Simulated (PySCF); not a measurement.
## What binds WN: the parts of the energy along the bond

State: ⁴Σ⁻, quartet, unpaired electrons σ ↑, δ ↑↑. ROHF-based CCSD(T) in PySCF 2.14 with W aug-cc-pVDZ-PP with ECP60, N aug-cc-pVDZ and W aug-cc-pVTZ-PP with ECP60, N aug-cc-pVTZ (frozen core orbitals: 5; scalar-relativistic core potentials). Correlation energies are extrapolated as n⁻³ (n = 2, 3), Hartree–Fock as (n+1)·exp(−9√n). All energies in eV from W (5d4 6s2) + N.

| R (Å) | HF/CBS | CCSD corr. | (T) | total |
| --- | --- | --- | --- | --- |
| 1.4589 | -0.728 | -3.576 | -0.3661 | -4.670 |
| 1.5252 | -1.526 | -3.765 | -0.4272 | -5.718 |
| 1.5915 | -1.836 | -3.948 | -0.4928 | -6.277 |
| 1.6578 | -1.784 | -4.130 | -0.5622 | -6.476 |
| 1.7241 | -1.465 | -4.316 | -0.6341 | -6.415 |
| 1.8070 | -0.803 | -4.562 | -0.7249 | -6.090 |
| 1.8899 | 0.050 | -4.833 | -0.8115 | -5.594 |

A fit to the total gives Re = 1.6723 Å, De = 6.482 eV, ωe = 1066.7 cm⁻¹, Be = 0.4632 cm⁻¹ (masses 183.9509 and 14.0031 u).

At R = 1.6578 Å the CCSD correlation energy is -0.337825 hartree in the smaller basis and -0.380545 in the larger. Extrapolate it.

(3³·E3 − 2³·E2)/(3³ − 2³) = -0.39853 hartree; the larger basis holds 95.5 % of it.

The T1 diagnostic is 0.048, large enough to doubt a single reference. The state was picked by a PBE0 search and need not be the measured ground state. Spin–orbit coupling, excitations beyond (T) and corrections to the Born–Oppenheimer picture are left out, and spin–orbit coupling matters for open p, d or f shells this heavy.
